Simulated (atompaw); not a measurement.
## What one change does to a pseudopotential (Te (Z = 52), PAW (atompaw))

- Element: Te (Z = 52)
- Generator: atompaw 4.2.0.5
- Type: PAW
- Functional: LDA (PW92)
- Relativity: scalar-relativistic
- Frozen core: [Kr] 4d10
- Valence charge: 6
- Reference configuration: 5s2 5p2 (charge +2)
- Partial waves: 5s (bound): rc 1.40 bohr; 5s channel at -1.75 Ry: rc 1.40 bohr; 5p (bound): rc 2.05 bohr; 5p channel at 1.35 Ry: rc 2.05 bohr
- Local potential: bessel scheme, radius 1.35 bohr
- Core correction: smooth core density matched at 1.70 bohr
- Augmentation charge: sinc compensation charge, radius 1.65 bohr; PAW radius 2.05 bohr; waves and projectors: custom polynom2 7 10 vanderbiltortho

Change: all radii scaled by about 1.07 (s 1.50, p 2.20 bohr); local potential bessel scheme, radius 1.44 bohr; augmentation sinc compensation charge, radius 1.76 bohr; PAW radius 2.20 bohr; waves and projectors: custom polynom2 7 10 vanderbiltortho; core correction smooth core density matched at 1.82 bohr.

Cutoffs: the cutoffs (Ry, on a coarse ladder) from which the occupation-weighted sum of valence levels, in a spherical-Bessel basis at the reference potential, stays within 10 and 1 mRy of its value at 400 Ry; they do not see the model core or the augmentation charge, which bear on the density cutoff.

Task: What does the change do?

Result: The potential gets softer (21 Ry and 30 Ry → 21 Ry and 25 Ry); the bound ghosts move from d, p, s to d, s. A larger radius leaves more room for a smooth pseudo-wave, so fewer plane waves are needed.

```tsv
quantity	base	changed
cutoff, loose	21 Ry	21 Ry
cutoff, tight	30 Ry	25 Ry
bound ghosts	s, p, d	s, d
lowest overlap eigenvalue by channel	s 0.19, p 0.11	s 0.15, p 0.35
```

 A true bound ghost makes a file unfit for plane-wave use even where its test errors are small: the radial tests pick states by their node count and pass the ghost by. The cutoffs see the waves, projectors and local potential, not the compensation charge or the core.
